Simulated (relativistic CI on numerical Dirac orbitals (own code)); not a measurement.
## Rh⁴⁺: resonant inelastic scattering at the M2,3 edge

Computed with this model: Dirac-Coulomb-Breit CI, orbitals from a KLI potential per configuration, QED by a radiative potential, valence Slater integrals scaled by 0.9, Kramers-Heisenberg scattering through one core-hole configuration in a parametric crystal field; configurations [Kr] 4d5 → [Ne] 3s2 3p5 3d10 4s2 4p6 4d6; 300 K; core-hole width 2 eV; summed over polarisations. Incident energies are the highest absorption maxima for each field (at most a few, so the weaker spin-orbit partner edge can be absent), on the computed scale of the free ion. Intensities are in per cent of the strongest line above 0.02 eV; levels within 1 cm⁻¹ are merged; final levels count from the ground level, the first row holds all elastic scattering, lines under 0.4 are left out and each table stops after 24 rows. The scale of the Slater integrals is a model choice and moves the terms in proportion.

Field parameters in Wybourne normalisation: Td as Oh with Dq negative (B⁴₀ = 21Dq, B⁴₄ = √(5/14) B⁴₀). The field is a parameter set, without covalency.

S is read from ⟨S²⟩ = S(S + 1).

Td, 10Dq = -3200 cm⁻¹:

| Final level (eV) | Degeneracy | Irrep | S | 504.8 eV | 530.4 eV |
| --- | --- | --- | --- | --- | --- |
| 0.000 | 6 | Γ7+Γ8 | 2.49 | 3676.2 | 414.4 |
| 3.140 | 4 | Γ8 | 1.47 | 26.2 | 6.7 |
| 3.174 | 2 | Γ7 | 1.48 | 21.8 | 6.4 |
| 3.175 | 2 | Γ6 | 1.49 | 4.8 | 5.7 |
| 3.184 | 4 | Γ8 | 1.49 | 33.6 | 12.7 |
| 3.318 | 2 | Γ6 | 1.49 | 0.5 | 4.3 |
| 3.321 | 4 | Γ8 | 1.49 | 1.0 | 7.8 |
| 3.324 | 2 | Γ7 | 1.47 | 1.2 | 0.6 |
| 3.334 | 4 | Γ8 | 1.49 | 2.6 | 4.3 |
| 3.365 | 4 | Γ8 | 1.49 | 2.7 | 5.0 |
| 3.371 | 2 | Γ7 | 1.49 | 1.5 | 1.6 |
| 3.376 | 2 | Γ6 | 1.49 | 1.4 | 2.0 |
| 3.389 | 4 | Γ8 | 1.49 | 4.0 | 8.7 |
| 3.840 | 2 | Γ7 | 1.48 | 44.7 | 17.5 |
| 3.850 | 4 | Γ8 | 1.48 | 82.5 | 36.4 |
| 3.898 | 4 | Γ8 | 1.49 | 42.0 | 7.1 |
| 4.007 | 2 | Γ6 | 1.49 | 14.2 | 4.1 |
| 4.024 | 2 | Γ7 | 1.49 | 49.5 | 42.6 |
| 4.115 | 4 | Γ8 | 1.49 | 100.0 | 92.1 |
| 4.165 | 2 | Γ6 | 1.49 | 50.7 | 48.5 |
| 4.268 | 2 | Γ6 | 1.50 | 2.5 | 3.4 |
| 4.334 | 4 | Γ8 | 1.47 | 41.3 | 29.2 |
| 4.351 | 2 | Γ7 | 1.46 | 29.2 | 20.1 |
| 4.362 | 4 | Γ8 | 1.47 | 24.2 | 16.7 |

Td, 10Dq = -7250 cm⁻¹:

| Final level (eV) | Degeneracy | Irrep | S | 504.9 eV | 530.5 eV |
| --- | --- | --- | --- | --- | --- |
| 0.000 | 6 | Γ7+Γ8 | 2.49 | 4788.9 | 536.7 |
| 2.709 | 4 | Γ8 | 1.46 | 60.9 | 12.3 |
| 2.740 | 2 | Γ7 | 1.47 | 47.3 | 9.9 |
| 2.744 | 2 | Γ6 | 1.50 | 12.0 | 7.9 |
| 2.763 | 4 | Γ8 | 1.49 | 63.2 | 16.4 |
| 3.161 | 2 | Γ6 | 1.49 | 2.7 | 7.7 |
| 3.165 | 4 | Γ8 | 1.48 | 10.2 | 19.3 |
| 3.187 | 4 | Γ8 | 1.48 | 22.9 | 12.8 |
| 3.217 | 2 | Γ7 | 1.47 | 15.0 | 4.4 |
| 3.352 | 4 | Γ8 | 1.47 | 13.8 | 7.0 |
| 3.361 | 2 | Γ7 | 1.48 | 8.5 | 4.3 |
| 3.372 | 2 | Γ6 | 1.48 | 8.5 | 7.0 |
| 3.383 | 4 | Γ8 | 1.49 | 19.5 | 14.5 |
| 3.748 | 4 | Γ8 | 0.68 | 3.5 | 3.4 |
| 3.759 | 2 | Γ7 | 1.42 | 42.0 | 36.2 |
| 3.878 | 4 | Γ8 | 1.48 | 68.7 | 49.8 |
| 3.947 | 4 | Γ8 | 1.47 | 63.5 | 29.6 |
| 3.974 | 2 | Γ7 | 0.81 | 11.0 | 4.5 |
| 4.015 | 2 | Γ6 | 1.48 | 23.2 | 18.4 |
| 4.072 | 2 | Γ7 | 1.36 | 41.6 | 26.2 |
| 4.127 | 4 | Γ8 | 1.45 | 100.0 | 83.9 |
| 4.158 | 2 | Γ6 | 1.40 | 49.9 | 44.1 |
| 4.295 | 2 | Γ6 | 0.70 | 7.4 | 6.2 |
| 4.402 | 4 | Γ8 | 0.61 | 6.1 | 4.2 |

Td, 10Dq = -11350 cm⁻¹:

```
Final level (eV)  Degeneracy  Irrep     S  505.1 eV  530.8 eV
           0.000           6  Γ7+Γ8  2.49    6469.0     724.6
           2.207           4     Γ8  1.38     100.0      12.9
           2.247           2     Γ7  1.43      67.9       8.1
           2.271           2     Γ6  1.50      21.6       7.9
           2.295           4     Γ8  1.49      74.2      13.5
           2.785           4     Γ8  1.13      37.0      12.5
           2.887           2     Γ6  1.49      10.0      10.0
           2.899           4     Γ8  1.49      32.8      26.9
           2.923           2     Γ7  1.47      45.9      10.3
           3.006           4     Γ8  1.18      33.8       9.5
           3.151           2     Γ7  0.68       2.9       1.0
           3.328           4     Γ8  1.43      33.1      13.5
           3.351           2     Γ6  1.42      25.0      15.3
           3.354           2     Γ7  1.44      19.9      11.3
           3.380           4     Γ8  1.48      47.2      31.3
           3.613           2     Γ7  1.30      29.7      38.2
           3.798           4     Γ8  1.49      75.1      77.7
           3.847           2     Γ6  0.78      11.6      11.8
           3.862           4     Γ8  1.40      89.0      45.3
           3.925           2     Γ6  1.41      34.8      23.6
           3.966           4     Γ8  0.78      12.1       6.6
           4.042           2     Γ7  0.87       6.7       4.1
           4.052           2     Γ7  1.17      35.0      22.8
           4.138           4     Γ8  0.94      43.8      35.7
```

For the first field the strongest loss at the lowest incident energy is the level at 4.11 eV (S = 1.49, against 2.49 in the thermal ground state). Levels of other spin, the first over 8 % at 3.14 eV, appear because spin-orbit coupling of the core hole, and in heavier ions of the valence shell too, mixes spins.
